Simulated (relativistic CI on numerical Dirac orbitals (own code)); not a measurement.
## Forbidden lines of Sn²⁶⁺

Computed by Dirac-Coulomb-Breit CI, KLI orbitals optimised for each configuration, a model potential for QED, unscaled Slater integrals (own radial code, finite nucleus).

Configurations in the expansion (outside the closed core [Ne]): 3s2 3p6 3d6, 3s2 3p5 3d7, 3s2 3p4 3d8, 3s 3p6 3d7, 3p6 3d8, 3s 3p5 3d8, 3s2 3p6 3d5 4s, 3s2 3p6 3d5 4p, 3s2 3p6 3d5 4d, 3s2 3p4 3d7 4s, 3s2 3p6 3d5 4f, 3s2 3p5 3d6 4s, 3s2 3p6 3d4 4s2, 3s 3p6 3d6 4s, 3s2 3p6 3d5 5s, 3s2 3p6 3d5 5p. Levels of other configurations are missing.

| λ vac (nm) | Lower | Upper | Type | A (s⁻¹) | gf | Branching (%) |
| --- | --- | --- | --- | --- | --- | --- |
| 48.306 | 3s2 3p6 3d6 5D_4 [1] | 3s2 3p6 3d6 3D_3 [18] | M1 | 3.13e+03 | 7.65e-07 | 19.1 |
| 52.873 | 3s2 3p6 3d6 5D_4 [1] | 3s2 3p6 3d6 3G_4 [15] | M1 | 1.55e+03 | 5.84e-07 | 22.6 |
| 56.819 | 3s2 3p6 3d6 5D_4 [1] | 3s2 3p6 3d6 3H_4 [13] | M1 | 2.18e+03 | 9.50e-07 | 16.4 |
| 63.585 | 3s2 3p6 3d6 5D_3 [3] | 3s2 3p6 3d6 3D_3 [18] | M1 | 6.16e+03 | 2.62e-06 | 37.6 |
| 63.876 | 3s2 3p6 3d6 5D_2 [2] | 3s2 3p6 3d6 3D_2 [16] | M1 | 3.39e+03 | 1.04e-06 | 69.1 |
| 70.371 | 3s2 3p6 3d6 5D_4 [1] | 3s2 3p6 3d6 3F_3 [10] | M1 | 4.25e+03 | 2.21e-06 | 48.5 |
| 87.515 | 3s2 3p6 3d6 3H_4 [6] | 3s2 3p6 3d6 3D_3 [18] | M1 | 3.04e+03 | 2.44e-06 | 18.5 |
| 89.000 | 3s2 3p6 3d6 5D_2 [2] | 3s2 3p6 3d6 3F_2 [11] | M1 | 3.76e+03 | 2.23e-06 | 41.8 |
| 95.554 | 3s2 3p6 3d6 5D_1 [5] | 3s2 3p6 3d6 1S_0 [12] | M1 | 2.61e+04 | 3.58e-06 | 100.0 |
| 100.22 | 3s2 3p6 3d6 3G_5 [7] | 3s2 3p6 3d6 1I_6 [21] | M1 | 1.96e+03 | 3.84e-06 | 29.6 |
| 100.45 | 3s2 3p6 3d6 3H_6 [8] | 3s2 3p6 3d6 1I_6 [21] | M1 | 4.63e+03 | 9.11e-06 | 69.9 |
| 104.77 | 3s2 3p6 3d6 5D_3 [3] | 3s2 3p6 3d6 3F_2 [11] | M1 | 5.18e+03 | 4.26e-06 | 57.6 |
| 107.82 | 3s2 3p6 3d6 5D_4 [1] | 3s2 3p6 3d6 3H_4 [6] | M1 | 8.19e+03 | 1.28e-05 | 98.1 |
| 108.27 | 3s2 3p6 3d6 5D_3 [3] | 3s2 3p6 3d6 3F_3 [10] | M1 | 2.35e+03 | 2.89e-06 | 26.9 |
| 120.12 | 3s2 3p6 3d6 3H_4 [6] | 3s2 3p6 3d6 3H_4 [13] | M1 | 9.96e+03 | 1.94e-05 | 74.8 |
| 120.66 | 3s2 3p6 3d6 5D_3 [3] | 3s2 3p6 3d6 5D_2 [9] | M1 | 1.31e+04 | 1.43e-05 | 71.3 |
| 131.54 | 3s2 3p6 3d6 3G_5 [7] | 3s2 3p6 3d6 3H_5 [17] | M1 | 2.46e+03 | 7.01e-06 | 31.4 |
| 131.95 | 3s2 3p6 3d6 3H_6 [8] | 3s2 3p6 3d6 3H_5 [17] | M1 | 4.88e+03 | 1.40e-05 | 62.4 |
| 146.79 | 3s2 3p6 3d6 3G_5 [7] | 3s2 3p6 3d6 3G_4 [15] | M1 | 3.19e+03 | 9.27e-06 | 46.5 |
| 201.03 | 3s2 3p6 3d6 5D_4 [1] | 3s2 3p6 3d6 5D_3 [3] | M1 | 3.65e+03 | 1.55e-05 | 97.1 |

Terms are leading LS components. Brackets give the number of a level in order of energy, since labels repeat. The list gives strong lines, with weight on those to low levels, among the lowest 200 of 2758 levels, so that lines to higher ones, which can be the strongest, are missing. Levels whose partners in the same complex of configurations lie outside the list can be far off, and so can their lines. Rates are taken at the computed energies, electric ones in the length gauge.

At this charge energies of transitions that change n are usually good to better than 1 %, and those within a shell (Δn = 0) to a few per cent. Terms inside the open d or f shell come out 10 to 20 % too wide with unscaled integrals.

LS names give the leading component of a level, which can be under half, so a name can repeat, a term be missing and a line seem to break the LS rules.
